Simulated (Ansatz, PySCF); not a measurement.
Reaction (SMILES): [C-]#[N+]CC → [C-]#[N+][CH-]C + H+
Each molecule is optimised on its own at B3LYP-D3(BJ)/def2-TZVP (Ansatz, a first-principles code).
Geometry of the first species:
```xyz
9

C     -1.5290     0.2840    -0.1251
C     -0.2976    -0.5526    -0.4537
N      0.8749    -0.0301     0.1651
C      1.8162     0.4197     0.6833
H     -1.4021     1.3088    -0.4729
H     -1.7052     0.3036     0.9501
H     -2.4041    -0.1449    -0.6144
H     -0.4263    -1.5820    -0.1143
H     -0.1245    -0.5812    -1.5311
```
Charge 0, spin multiplicity 1.

Property: gas-phase deprotonation energy (0 K, with B3LYP-D3(BJ) harmonic zero-point energies from PySCF), in kcal/mol. Cores are frozen in the correlated levels unless marked. No spin-orbit coupling. Non-relativistic. Anions need diffuse functions: aug- sets have them; def2-D sets add few; the other sets have none. Basis-set limits of correlation are two-point, X^-3; Hartree-Fock from the larger set. [CCSD(T)-MP2]/basis is that difference in the basis named.

RI-MP2/CBS(aug-cc-pVTZ,aug-cc-pVQZ)+[CCSD(T)-MP2]/aug-cc-pVTZ (Ansatz) gives 384.3 kcal/mol.

Q: Another calculation gave 378.9 kcal/mol. Which level was it?
A. revPBE/def2-TZVPD (Ansatz)
B. BHLYP/def2-TZVPD (Ansatz)
C. SVWN5/def2-TZVPD (Ansatz)
D. PBE-QIDH/def2-TZVPD (Ansatz)

A: A, revPBE/def2-TZVPD (Ansatz). The others give 388.4 (BHLYP), 385.1 (PBE-QIDH), 367.7 (SVWN5) kcal/mol.
